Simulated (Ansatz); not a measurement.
C₂H₇BO (`BCOC`), 11 atoms. The species carries charge 0 and has multiplicity 1. All runs use 2 threads of an Arm Neoverse V1 on a shared host. Correlated methods freeze the cores.

Give the basis size and wall time and peak host memory of each of these runs in Ansatz. RKS PBE0-D4/def2-TZVPP energy; RKS PBE0-D4/def2-TZVP frequencies; RHF-CCSD(T)/def2-TZVPP energy; RKS PBE0-D4/def2-QZVPP energy; RKS ωB97M-V/def2-QZVPP energy; RHF-MP2/def2-QZVPP energy; RKS ωB97M-V/def2-SVP energy; RKS CAM-B3LYP-D4/def2-TZVPP energy; RKS PBE0-D4/def2-TZVP relaxation (5 steps); direct RPA on PBE orbitals/def2-TZVPP energy; RKS B3LYP-D4/def2-TZVPP energy and forces; RKS BHLYP-D4/def2-TZVPP energy. (Estimate.)

Computed: Other jobs shared the machine, so times are rough.

| level | job | functions | wall time | peak host memory (GiB) |
| --- | --- | --- | --- | --- |
| RKS PBE0-D4/def2-TZVPP | energy | 222 | 3.2 s | 0.38 |
| RKS BHLYP-D4/def2-TZVPP | energy | 222 | 3.4 s | 0.43 |
| RKS CAM-B3LYP-D4/def2-TZVPP | energy | 222 | 3.5 s | 0.44 |
| RKS ωB97M-V/def2-SVP | energy | 91 | 4.9 s | 0.43 |
| RKS B3LYP-D4/def2-TZVPP | energy and forces | 222 | 5.5 s | 0.46 |
| direct RPA on PBE orbitals/def2-TZVPP | energy | 222 | 7 s | 0.47 |
| RKS PBE0-D4/def2-QZVPP | energy | 438 | 9 s | 1 |
| RKS PBE0-D4/def2-TZVP | relaxation (5 steps) | 166 | 20 s | 0.32 |
| RKS ωB97M-V/def2-QZVPP | energy | 438 | 23 s | 1.3 |
| RHF-MP2/def2-QZVPP | energy | 438 | 28 s | 2.4 |
| RHF-CCSD(T)/def2-TZVPP | energy | 222 | 2 min | 3.7 |
| RKS PBE0-D4/def2-TZVP | frequencies | 166 | 2.5 min | 0.43 |

B3LYP here is the variant with VWN-RPA as its local correlation; programs differ in this.
